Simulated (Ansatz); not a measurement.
A structure relaxed at PBE0-D4/def2-TZVP, charge 0, multiplicity 1:

```json
{"atom": "B1", "x (Å)": "1.0437", "y (Å)": "1.8520", "z (Å)": "-0.5050"}
{"atom": "Si2", "x (Å)": "1.3926", "y (Å)": "0.0747", "z (Å)": "0.3175"}
{"atom": "As3", "x (Å)": "-0.1523", "y (Å)": "-1.3180", "z (Å)": "-0.8651"}
{"atom": "C4", "x (Å)": "-1.7826", "y (Å)": "-0.6907", "z (Å)": "0.0660"}
{"atom": "H5", "x (Å)": "0.1732", "y (Å)": "2.5629", "z (Å)": "-0.0949"}
{"atom": "H6", "x (Å)": "1.6187", "y (Å)": "2.1940", "z (Å)": "-1.4960"}
{"atom": "H7", "x (Å)": "2.7502", "y (Å)": "-0.4763", "z (Å)": "0.0542"}
{"atom": "H8", "x (Å)": "1.1108", "y (Å)": "-0.0010", "z (Å)": "1.7791"}
{"atom": "H9", "x (Å)": "0.1350", "y (Å)": "-2.4763", "z (Å)": "0.0850"}
{"atom": "H10", "x (Å)": "-1.6367", "y (Å)": "-0.5891", "z (Å)": "1.1400"}
{"atom": "H11", "x (Å)": "-2.0703", "y (Å)": "0.2736", "z (Å)": "-0.3530"}
{"atom": "H12", "x (Å)": "-2.5823", "y (Å)": "-1.4058", "z (Å)": "-0.1278"}
```

**Question.** Give its formula and SMILES.

**Answer.** CH8AsBSi, `B[SiH2][AsH]C`.

**Question.** Summarise the bond lengths by kind.

**Answer.** 1 × B–Si 1.989 Å; 2 × B–H 1.196 Å; 1 × As–Si 2.393 Å; 2 × H–Si 1.489 to 1.490 Å; 1 × As–C 1.979 Å; 1 × As–H 1.525 Å; 3 × C–H 1.089 to 1.090 Å.

Results of the Gaussian-basis code of Ansatz.
